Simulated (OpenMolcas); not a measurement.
# V3+: moving the ligands

V3+ with 3 ligands (oxide) in trigonal planar coordination (D3h) at 1.82 Å. A charge of +1 e stands 2.4 Å behind each ligand. Ligand basis ANO-RCC-VDZP.
```
V     0.0000    0.0000    0.0000
O     1.8200    0.0000    0.0000
O    -0.9100    1.5762    0.0000
O    -0.9100   -1.5762    0.0000
```

| Property | Result |
| --- | --- |
| Program | OpenMolcas 26.06 |
| Method | CASSCF |
| Basis | ANO-RCC-VDZP [5s4p2d1f] |
| Scalar Hamiltonian | DKH2, point nucleus |
| Active space | 2 electrons in 5 orbitals (3d) |
| State averaging | 2S+1 = 3 even, 10 roots; 2S+1 = 1 even, 15 roots |
| Spin-orbit coupling | state interaction with AMFI integrals over the reference wave functions |

Runs around this geometry, states (labels of D3, the rotations of D3h). Energies in cm-1 above the lowest state or level, χT in cm3 K/mol.

```json
{"R (Å)": "1.76", "Ground state": "3E", "First state of that spin": "3A2 3680", "First gap with spin-orbit (degeneracies)": "31.1 (1, 1)", "χT at 300 K": "0.939", "First state of another spin": "1A1 4385"}
{"R (Å)": "1.82", "Ground state": "3E", "First state of that spin": "3A2 2483", "First gap with spin-orbit (degeneracies)": "38.7 (1, 1)", "χT at 300 K": "0.931", "First state of another spin": "1A1 5708"}
{"R (Å)": "1.94", "Ground state": "3E", "First state of that spin": "3A2 1006", "First gap with spin-orbit (degeneracies)": "78.8 (1, 1)", "χT at 300 K": "0.896", "First state of another spin": "1A1 7787"}
```

Taking the first state of the same spin as R^-n, n = -ln(1006 / 3680) / ln(1.94 / 1.76) = 13.3 between the shortest and longest distance.

An orbital doublet at a regular site is open to a Jahn-Teller distortion, which this geometry leaves out. Without dynamic correlation the repulsion within the d shell is too large (B by tens of per cent), so at a given field states of lower spin stand too high. The oxide ions are held by bare point charges, a crude embedding. Ligand-to-metal charge-transfer states are missing. With no ligand orbital active B as a rule stays too high, so bands that hang on it stand too high and its fall with covalency is understated. With metal d orbitals alone and no dynamic correlation the field as a rule comes out too small, by tens of per cent, by up to half for chloride and softer ligands. The least metal-like active orbital is 83 % on the metal (Löwdin) and no ligand orbital is active, so the numbers are rough (holds for R = 1.76). The least metal-like active orbital is 85 % on the metal (Löwdin) and no ligand orbital is active, so the numbers are rough (holds for R = 1.82). No measured value stands beside these numbers; the geometry is a model, was not optimised and need not be the one that this ion takes.
